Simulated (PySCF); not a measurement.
Ne: excitation energy

Ne [Ne] (1S) → Ne [He] 2s1 2p6 3s1 (3S), as a difference of total energies. Calculation: PySCF 2.14, in aug-cc-pCVTZ-DK with one added diffuse shell each of s, p, d, f type (8s7p5d3f, 75 functions); scalar relativity by spin-free X2C-1e. Correlated levels: valence: 1s2 frozen; valence and next inner shell: nothing frozen. The calculations carry no spin-orbit coupling.

```tsv
method	excitation energy (eV)
UHF	44.643
LDA	39.913
PBE	40.201
PBE0	41.566
r2SCAN	42.293
r2SCANh	42.564
TPSS	41.072
wB97X-V	41.539
HSE06	41.513
MP2 (valence)	44.174
SCS-MP2 (valence)	43.875
MP2 (valence and next inner shell)	44.098
SCS-MP2 (valence and next inner shell)	43.830
```

Q: How much does correlation contribute at MP2 (valence and next inner shell)?

A: 44.098 − (44.643) = -0.545 eV, measured against UHF.

The upper state lies above the first ionisation limit, where it may autoionise and the basis confines it. A Rydberg-like electron needs more diffuse functions than a valence basis has.

The promoted electron is Rydberg-like, and one or two diffuse shells describe it only roughly, which tends to raise the upper state.
